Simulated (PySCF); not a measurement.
# What a mistake does to a calculation on B2FH2N

All numbers below are calculated, not measured. They come from PySCF 2.14.0, an open-source quantum chemistry program, on an isolated molecule that a program drew, which may never have been made. The molecule is B2FH2N (charge 0, singlet), drawn as the SMILES string `B=NBF`.

Each row is a Hartree-Fock (HF) and frozen-core CCSD(T) single point in the cc-pVDZ basis, meant for a local HF minimum. Run 1 is clean. Each other run has one planted mistake out of seven kinds, and not every kind appears here: one electron removed, one electron added, multiplicity raised by two, geometry at a saddle point, minimal basis STO-3G, one bond length entered in bohr, all coordinates scaled. The reference is restricted for singlets and unrestricted otherwise, and also for a bond in bohr. Adding or removing an electron swaps singlet and doublet. Electrons count all cores. HOMO and LUMO are orbital energies over both spins, the gradient is its largest component, and the lowest frequency (negative if imaginary) is given only where the gradient is small. Bond lengths are over the 5 bonds as drawn. T1 is the CCSD diagnostic: over 0.02 (restricted) or 0.045 (unrestricted) a single reference is doubtful.

Geometry of the clean run:
```xyz
6
B2FH2N, angstrom
B    -1.6621   -0.4582   -1.9841
N    -1.1159   -0.6847   -0.8933
B    -0.4878   -1.0005    0.3245
F    -0.3542   -0.0634    1.2645
H    -2.1778   -0.2414   -3.0127
H    -0.0570   -2.0884    0.5694
```

```
run  electrons  basis functions  <S^2>  HOMO (eV)  LUMO (eV)  gradient (hartree/bohr)  lowest frequency (cm^-1)  mean bond (Å)  longest bond (Å)      T1  HF (hartree)  CCSD(T) (hartree)                 mistake
  1         28               66  0.000     -11.79       2.64                  2.7e-05                       160         1.2695             1.406  0.0166    -204.53379         -205.07149                no fault
  2         28               22  0.000      -9.52       6.65                  5.7e-02                         -         1.2695             1.406  0.0230    -201.78478         -201.99297    minimal basis STO-3G
  3         28               66  0.000     -12.10       3.07                  1.0e-01                         -         1.1946             1.323  0.0145    -204.50402         -205.03038  all coordinates scaled
  4         29               66  0.837       1.21       9.62                  6.6e-02                         -         1.2695             1.406  0.0220    -204.46117         -205.01800                       ?
```

**Which mistake was planted in run 4, and what did it cost?**

It counts 29 electrons, one more than the clean run, at the same geometry and basis. So the mistake is: one electron added. Subtracting run 1 and multiplying by 627.51 kcal/mol a hartree, the energy moved by 45.6 kcal/mol in HF and 33.6 kcal/mol in CCSD(T).

Cautions from the logs. Run 2: T1 is over the limit, so its CCSD(T) energy is less reliable; run 4: the HOMO is above zero, so the electron isn't bound and the energy depends on the basis.
